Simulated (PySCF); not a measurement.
AsO under electron impact: the energy ladder

CCSD(T) in PySCF with def2-TZVPPD on every atom, for the lowest determinant that a PBE0 search found; no spin–orbit coupling.

```csv
species,state (unpaired electrons),Re (Å),ωe (cm⁻¹),energy of the minimum from the neutral (eV),De (eV),dissociates to
AsO,doublet (π ↑),1.635,963,0.00,4.69,As + O
AsO⁺,singlet (closed shell),1.579,1093,8.19,6.47,As⁺ + O
```

**Question.** Work out the lowest energy to break AsO into atoms, from its vibrational ground state.

**Answer.** D0 = De − ωe/2 = 4.69 − 0.06 = 4.63 eV (CCSD(T)/def2-TZVPPD).

**Question.** Work out the ionisation energy of the As atom at this level and the threshold of dissociative ionisation.

**Answer.** IE(As) = 8.19 + 6.47 − 4.69 = 9.97 eV, so As⁺ + O + e⁻ appears at D0 + IE(As) = 14.60 eV (CCSD(T)/def2-TZVPPD). The measured IE(As) is 9.789 eV (NIST ASD).

These are thermodynamic thresholds; the onsets seen under electron impact lie higher where the geometry changes, and cross-sections peak well above them.

Correlated steps freeze 10 core orbitals. Spin–orbit coupling is left out. For an ion De counts to the pair picked by the measured ionisation energies or electron affinities, which need not be the lowest pair at this level. Where the molecule has an RHF reference, its open-shell atoms are computed with UHF. The CCSD T1 diagnostic is raised in AsO⁺, a sign that a single reference may not be enough there. States were picked by a PBE0 search and need not be the measured ground states.
